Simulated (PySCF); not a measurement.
Computed shifts of a molecule CH3F3Si, PBE/pcSseg-1 in PySCF, GIAO, gas phase, equivalent atoms averaged, in ppm (number of nuclei): ¹⁹F: -166.6 (2), -265.0 (1). ²⁹Si: -5.2 (1). ¹³C: 134.7 (1). ¹H: 6.71 (1), 5.71 (2). References: ¹⁹F against CFCl3 (σ = 133.6 ppm); ²⁹Si against TMS (σ = 335.4 ppm); ¹³C against TMS (σ = 182.0 ppm); ¹H against TMS (σ = 31.49 ppm), references at their B3LYP-D3(BJ)/def2-TZVP geometries, non-relativistic. Coordinates come from a PBE-D3(BJ)/def2-SVP optimisation. One conformer was computed; it need not be the lowest.

Problem. Identify the compound among the candidates.
(A) FC[SiH](F)F
(B) C[Si](F)(F)F
(C) FC(F)(F)[SiH3]
(D) F[SiH2]C(F)F

Solution. D, F[SiH2]C(F)F
